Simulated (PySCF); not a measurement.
**Radial density of Nd²⁺ (neodymium, charge +2)**

PBEsol, [Xe] 4f3 6s1, one real determinant (an excited configuration). Computed with PySCF 2.14 in x2c-TZVPPall (11s7p7d4f2g, 113 functions), with scalar relativity by spin-free X2C-1e.

| r (bohr) | 4πr²ρ (e/bohr) | 4πr²(ρα − ρβ) |
| --- | --- | --- |
| 0.0271 | 70.47 | 0.0010 |
| 0.0457 | 81.54 | 0.0057 |
| 0.0768 | 104.1 | 0.0064 |
| 0.129 | 77.06 | 0.0219 |
| 0.217 | 90.19 | 0.3428 |
| 0.365 | 37.31 | 1.6341 |
| 0.615 | 39.73 | 3.1156 |
| 1.03 | 13.55 | 2.2231 |
| 1.74 | 6.134 | 0.5292 |
| 2.93 | 0.8404 | 0.3585 |
| 4.92 | 0.1726 | 0.1709 |
| 8.28 | 0.0001746 | 0.0002 |
| 13.9 | 3.748e-05 | 0.0000 |

Densities and radii are taken from the X2C orbitals without a picture-change correction, which distorts them close to the nucleus.

⟨L²⟩ = 34.00 against 42 for a pure I term, so this real determinant mixes terms. Spin-orbit coupling, absent here, splits the open shell strongly.
